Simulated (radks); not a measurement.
Coulomb parameter of the 4f shell of neutral praseodymium in the model configuration [Xe] 4f2 5d1 6s2, as a second difference U = [E(n + 0.25) + E(n - 0.25) - 2 E(n)] / (0.25)^2 with all orbitals relaxed. "Bare": the charge of the atom changes with n. "Screened": the 5d shell takes up the change at fixed total charge, which measures U(4f,4f) + U(5d,5d) - 2 U(4f,5d). Calculated with a radial shooting solver on a logarithmic mesh with Libxc functionals: Dirac Kohn-Sham, BLYP, spin-unpolarised, spherical densities, finite nucleus; open shells are shared between the two j in proportion to 2j + 1; Fermi nuclear charge, rms radius 4.8919 fm.

case,configuration,E - E(n) (eV)
start,[Xe] 4f2 5d1 6s2,0.000
bare +0.25,[Xe] 4f2.25 5d1 6s2,-1.107
bare -0.25,[Xe] 4f1.75 5d1 6s2,1.906
screened +0.25,[Xe] 4f2.25 5d0.75 6s2,-0.646
screened -0.25,[Xe] 4f1.75 5d1.25 6s2,0.938

U(bare) = 12.789 eV, U(screened by 5d) = 4.659 eV, against the Slater integral F0(4f,4f) = 24.238 eV with frozen orbitals. The step up makes a negative ion, whose loosely bound charge lowers the bare value.
